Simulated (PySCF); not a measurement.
Run record: geometry optimisation, `[F][Ge-]([F])([F])([F])[F]` ([GeF5]-).

Method: PBE0-D3(BJ)/def2-SVP geometry optimisation, gas phase (PySCF 2.14.0). Start geometry: GFN2-xTB. A driver script takes a list of jobs; this job's settings line and coordinates (Å) are shown.

Command:
```bash
OMP_NUM_THREADS=1 python probes_run.py task.json out
```

Input:
```
{"job": {"xc": "PBE0", "basis": "def2-SVP", "d3": "d3bj", "grid": 1, "maxiter": 40, "shake": 0.03, "kind": "geom"}, "charge": -1, "multiplicity": 1}
Ge     0.061520    -0.074970     0.012900
F     -0.032470    -0.012030     1.760510
F     -0.040100     0.007780    -1.792770
F      1.857740     0.002920     0.006750
F     -0.908170     1.493110    -0.036080
F     -0.875400    -1.512830    -0.020580
```

Output:
```
step   0  E = -2575.08200142  max force = 0.059404
step   1  E = -2575.09011365  max force = 0.016651
step   2  E = -2575.08969059  max force = 0.011267
step   3  E = -2575.09123352  max force = 0.004141
step   4  E = -2575.09130267  max force = 0.000998
step   5  E = -2575.09132120  max force = 0.000734
step   6  E = -2575.09132537  max force = 0.000285
optimisation converged
```

Energies in Eh; «max force» is the largest Cartesian gradient component in Eh/bohr.

Question: How much energy does the optimisation release, in kJ/mol?

Answer: E(step 0) − E(last step) = 0.009324 Eh, which is 24.5 kJ/mol.

Question: At which steps does the energy rise by more than 1e-5 Eh?

Answer: At step 2 (+0.42 mEh).

Summary of the converged run: final energy -2575.09133 Eh after 6 steps.

Question: Where do the atoms end?

Answer: 0.063 Å rms from the input after alignment:
```
atom  x, y, z in Å
Ge1    0.0101   -0.0166   -0.0111
F2     0.0104   -0.0147    1.7637
F3     0.0138   -0.0168   -1.7856
F4     1.7627   -0.0118   -0.0104
F5    -0.8692    1.4990   -0.0118
F6    -0.8646   -1.5351   -0.0140
```

Question: How long does this job take on an AMD EPYC 7B13 with one thread, no GPU, shared host with 128 logical CPUs at a one-minute load of 23? And the peak memory of the process?

Answer: About 24 s, with 0.41 GiB resident at the peak, the Python interpreter and its libraries included.
Labels such as C1 count atoms from 1, the log's own numbers from 0.
